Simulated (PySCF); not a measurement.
A structure optimised at B3LYP-D3(BJ)/def2-SVP, used in a PySCF frequency run:

```xyz
8

B     -0.0950     0.4954     0.0000
Cl    -0.9115     2.0570     0.0000
Cl     1.6842     0.4503     0.0000
O     -0.8058    -0.6336     0.0000
Si    -0.3827    -2.2753     0.0000
H      0.4036    -2.5793     1.2234
H      0.4036    -2.5793    -1.2234
H     -1.6644    -3.0206     0.0000
```
Charge 0, spin multiplicity 1.

Write its SMILES, formula and point group.

[SiH3]OB(Cl)Cl, BCl2H3OSi, Cs

What are its rotational constants (standard atomic weights)?

3.3557, 1.5028, 1.0510 GHz
